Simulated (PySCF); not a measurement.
Al(H)(Et)(vinyl) (C₄H₉Al), SMILES C=[CH][AlH][CH2]C.

Geometry optimised at B3LYP-D3(BJ)/def2-SVP. The structure was generated by enumeration; whether it is a known compound was not checked. Other conformers were not sampled.

Method: TDA-PBE/def2-SVPD run with PySCF.

Vertical excitations. Gas-phase values at a fixed geometry.

```csv
state,energy (eV),λ (nm),f,main pairs
S1,3.91,317,0.000,HOMO→LUMO 99 %
S2,4.49,276,0.001,HOMO−1→LUMO 99 %
S3,5.44,228,0.119,"HOMO−2→LUMO 77 %, HOMO−2→LUMO+1 18 %"
S4,5.69,218,0.001,HOMO→LUMO+1 98 %
S5,5.91,210,0.004,HOMO−3→LUMO 97 %
S6,5.96,208,0.023,HOMO→LUMO+2 96 %
S7,6.18,201,0.000,"HOMO−1→LUMO+1 76 %, HOMO−4→LUMO 23 %"
S8,6.39,194,0.004,"HOMO−4→LUMO 56 %, HOMO−1→LUMO+2 17 %, HOMO−1→LUMO+1 17 %"
S9,6.45,192,0.003,"HOMO−1→LUMO+2 77 %, HOMO−4→LUMO 12 %"
S10,6.60,188,0.032,HOMO−2→LUMO+2 90 %
T1,3.70,335,0,HOMO→LUMO 99 %
T2,3.91,317,0,HOMO−2→LUMO 91 %
T3,4.10,302,0,HOMO−1→LUMO 97 %
T4,5.48,226,0,HOMO→LUMO+1 95 %
```
Triplets are in the Tamm–Dancoff approximation.
